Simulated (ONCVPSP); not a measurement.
## PBE ONCV dataset for oxygen (O), scalar-relativistic all-electron reference.

ONCVPSP 4.0.1 was run on this input:

```
# ATOM AND REFERENCE CONFIGURATION
# atsym  z   nc   nv     iexc    psfile
  O 8.00    1    2        4      upf
#
#   n    l    f
    1    0    2.00
    2    0    2.00
    2    1    4.00
#
# PSEUDOPOTENTIAL AND OPTIMIZATION
# lmax
    1
#
#   l,   rc,      ep,       ncon, nbas, qcut
    0    0.80    0.00    3    8    9.90
    1    1.00    0.00    4    8    6.80
#
# LOCAL POTENTIAL
# lloc, lpopt,  rc(5),   dvloc0
    4    5    0.75   -1.00
#
# VANDERBILT-KLEINMAN-BYLANDER PROJECTORs
# l, nproj, debl
    0    3    3.80
    1    2    1.00
#
# MODEL CORE CHARGE
# icmod, fcfact, rcfact
    3    4.75    1.15
#
# LOG DERIVATIVE ANALYSIS
# epsh1, epsh2, depsh
   -2.00    5.00    0.02
#
# OUTPUT GRID
# rlmax, drl
    6.00    0.01
#
# TEST CONFIGURATIONS
# ncnf
    4
# nvcnf
#   n    l    f
    2
    2    0    2.00
    2    1    3.00
#
    2
    2    0    2.00
    2    1    2.00
#
    2
    2    0    2.00
    2    1    1.00
#
    2
    2    0    0.00
    2    1    6.00
#
```

Command:

```bash
oncvpsp.x < O.dat > O.out
```

The program printed (shortened: citation, most of the input echo, consistency checks and plot data are left out):

```
ONCVPSP  (Optimized Norm-Conservinng Vanderbilt PSeudopotential)
scalar-relativistic version 4.0.1

#   n    l    f        energy (Ha)
    1    0    2.00    -1.8914769E+01
    2    0    2.00    -8.8057190E-01
    2    1    4.00    -3.3186936E-01

Reference configufation results
  iterations    20
  all-electron total energy (Ha)   -7.50018258D+01

Begin loop to  construct optimized pseudo wave functions
and semi-local pseudopoentials for all angular momenta

   Wellstate for l =  0  n =  4
     eigenvalue =   2.9194
     asymptotic potential =   3.4194
     half-point radius =  2.6697

   Wellstate for l =  0  n =  5
     eigenvalue =   6.7194
     asymptotic potential =   7.2194
     half-point radius =  2.4150

Calculating optimized projector #   1

 for l=   0

    Fraction of norm inside rc  0.276808
    Optimizing pswf for qcut=   9.90 a_B^-1,  ecut=  49.03 Ha
    Residual kinetic energy error=  1.17D-04 Ha

    Energy error per electron        Cutoff
         Ha          eV             Ha
         0.01000     0.27211       27.70
         0.00100     0.02721       39.34
         0.00010     0.00272       49.86
         0.00001     0.00027      273.55

Calculating optimized projector #   2

 for l=   0

    Fraction of norm inside rc  0.054785
    Optimizing pswf for qcut=   9.90 a_B^-1,  ecut=  49.03 Ha
    Residual kinetic energy error=  7.90D-05 Ha

    Energy error per electron        Cutoff
         Ha          eV             Ha
         0.01000     0.27211       24.21
         0.00100     0.02721       37.37
         0.00010     0.00272       48.08
         0.00001     0.00027      206.94

Calculating optimized projector #   3

 for l=   0

    Fraction of norm inside rc  0.039216
    Optimizing pswf for qcut=   9.90 a_B^-1,  ecut=  49.03 Ha
    Residual kinetic energy error=  3.96D-04 Ha

    Energy error per electron        Cutoff
         Ha          eV             Ha
         0.01000     0.27211       28.01
         0.00100     0.02721       41.13
         0.00010     0.00272      130.46
         0.00001     0.00027      444.13

   Wellstate for l =  1  n =  3
     eigenvalue =   0.6681
     asymptotic potential =   1.1681
     half-point radius =  3.5660

Calculating optimized projector #   1

 for l=   1

    Fraction of norm inside rc  0.432716
    Optimizing pswf for qcut=   6.81 a_B^-1,  ecut=  23.18 Ha
    Residual kinetic energy error=  3.32D-02 Ha

    Energy error per electron        Cutoff
         Ha          eV             Ha
         0.01000     0.27211       47.13
         0.00100     0.02721      182.46
         0.00010     0.00272      214.05
         0.00001     0.00027      289.50

Calculating optimized projector #   2

 for l=   1

    Fraction of norm inside rc  0.113509
    Optimizing pswf for qcut=   6.81 a_B^-1,  ecut=  23.18 Ha
    Residual kinetic energy error=  1.44D-02 Ha

    Energy error per electron        Cutoff
         Ha          eV             Ha
         0.01000     0.27211       24.90
         0.00100     0.02721       62.50
         0.00010     0.00272      252.11
         0.00001     0.00027      291.49

Construct Vanderbilt / Kleinmman-Bylander projectors

B matrix Hermiticity error, ll=   0
   1   2   -2.1433E-04
   1   3    4.5586E-04
   2   3    1.3048E-04

  Orthonormal projector coefficients  1.6549E+02  1.4042E+01  1.4352E+00

B matrix Hermiticity error, ll=   1
   1   2    4.8106E-05

  Orthonormal projector coefficients -6.9406E+01 -4.5382E+00

Model core correction analysis
  based on d2Exc/dn_idn_j

d2excae - all-electron derivatives

   -5.340139D-02   -4.550065D-02
   -4.550282D-02   -4.343596D-02

d2excps - pseudofunction derivatives with no core correction

   -5.204003D-02   -4.739407D-02
   -4.739514D-02   -4.552297D-02

rms 2nd derivative error    1.828577E-03

rmatch, rhocmatch    0.3851   10.3843

Teter function model core charge with specified parameters

d2excps - pseudofunction derivatives with core correction

   -5.214735D-02   -4.756172D-02
   -4.756286D-02   -4.590034D-02

rms 2nd derivative error    2.008576E-03

Pseudoatom total energy  -15.746565

Diagnostic tests using Vanderbilt-Kleinman-Bylander pseudopotentials
  1 or more projectors used as specified by nproj input data

   l    rcore       rmatch      e in        delta e   norm test  slope test

   0   0.8037126   0.8281151  -0.8805719   0.0000388   1.0000507   0.9993799
   0   0.8037126   0.8281151   2.9194281   0.0003402   1.0003187   1.0003187
   0   0.8037126   0.8281151   6.7194281  -0.0000078   1.0004948   1.0004948

   1   1.0028271   1.0332751  -0.3318694  -0.0000071   1.0000394   1.0000622
   1   1.0028271   1.0332751   0.6681306  -0.0000013   1.0001256   1.0001256

 Testing for bound ghosts
   n   l    E NL Schr. Eq   E Basis Diag.   E Cutoff

   1   0       -0.880533       -0.797184    536.77

   2   1       -0.331876       -0.288823    299.67

 Testing for highly-localized positive-energy ghosts
       l    <radius>/rc     E Basis Diag.   E Cutoff

       0        0.702722      392.144632    536.77  WARNING - GHOST(+)

       0        0.803635      554.027934    536.77  WARNING - GHOST(+)

       1        0.718890      134.242707    299.67  WARNING - GHOST(+)

Test configuration 0

   n   l     f        eae           eps        diff
   1   0  2.0000  -18.91476935
   2   0  2.0000   -0.88057190   -0.88053313    3.88D-05
   2   1  4.0000   -0.33186936   -0.33187648   -7.13D-06

    Total energies and differences
      AE_ref= -7.50018258D+01  AE_tst= -7.50018258D+01  dif=  0.00D+00
      PS_ref= -1.57465646D+01  PS_tst= -1.57465646D+01  dif= -1.19D-13
      PSP excitation error=  1.19D-13

Test configuration 1

   n   l     f        eae           eps        diff
   1   0  2.0000  -19.60819054
   2   0  2.0000   -1.45761465   -1.45777849   -1.64D-04
   2   1  3.0000   -0.89851879   -0.89738768    1.13D-03

    Total energies and differences
      AE_ref= -7.50018258D+01  AE_tst= -7.43980121D+01  dif=  6.04D-01
      PS_ref= -1.57465646D+01  PS_tst= -1.51431001D+01  dif=  6.03D-01
      PSP excitation error=  3.49D-04

Test configuration 2

   n   l     f        eae           eps        diff
   1   0  2.0000  -20.49678569
   2   0  2.0000   -2.14418580   -2.14298940    1.20D-03
   2   1  2.0000   -1.58911092   -1.58290816    6.20D-03

    Total energies and differences
      AE_ref= -7.50018258D+01  AE_tst= -7.31637494D+01  dif=  1.84D+00
      PS_ref= -1.57465646D+01  PS_tst= -1.39119630D+01  dif=  1.83D+00
      PSP excitation error=  3.47D-03

Test configuration 3

   n   l     f        eae           eps        diff
   1   0  2.0000  -21.56493167
   2   0  2.0000   -2.92121457   -2.91405477    7.16D-03
   2   1  1.0000   -2.38713604   -2.36669131    2.04D-02

    Total energies and differences
      AE_ref= -7.50018258D+01  AE_tst= -7.11841145D+01  dif=  3.82D+00
      PS_ref= -1.57465646D+01  PS_tst= -1.19445118D+01  dif=  3.80D+00
      PSP excitation error=  1.57D-02

Test configuration 4

   n   l     f        eae           eps        diff
   1   0  2.0000  -18.96613814
   2   1  6.0000   -0.36181493   -0.36248975   -6.75D-04

    Total energies and differences
      AE_ref= -7.50018258D+01  AE_tst= -7.39016784D+01  dif=  1.10D+00
      PS_ref= -1.57465646D+01  PS_tst= -1.46487361D+01  dif=  1.10D+00
      PSP excitation error=  2.32D-03
```

The run took about 2.9 s on one core of a shared server CPU.
